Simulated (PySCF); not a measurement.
H2Se2Zn.

```xyz
5

Zn     0.0000     0.0000     0.0133
Se    -2.3071     0.0302     0.0242
H     -2.3395    -1.0140    -1.0218
Se     2.3071    -0.0302     0.0242
H      2.3395     1.0140    -1.0218
```
Charge 0, spin multiplicity 1.

Coordinates come from a B3LYP-D3(BJ)/def2-SVP optimisation. One conformer was computed; it need not be the lowest.

Computed with PySCF with PBE/pcSseg-1. Non-relativistic, no solvent.

Computed absolute GIAO shielding of each atom: isotropic value and principal components (ppm):
| atom | σ(iso) | σ11 | σ22 | σ33 | span |
|---|---|---|---|---|---|
| Zn1 | 1524.2 | 1081.7 | 1083.4 | 2407.4 | 1325.6 |
| Se2 | 2156.5 | 2042.9 | 2097.9 | 2328.8 | 285.8 |
| H3 | 31.1 | 20.8 | 26.8 | 45.7 | 25.0 |
| Se4 | 2156.5 | 2042.9 | 2097.9 | 2328.8 | 285.8 |
| H5 | 31.1 | 20.8 | 26.8 | 45.7 | 25.0 |
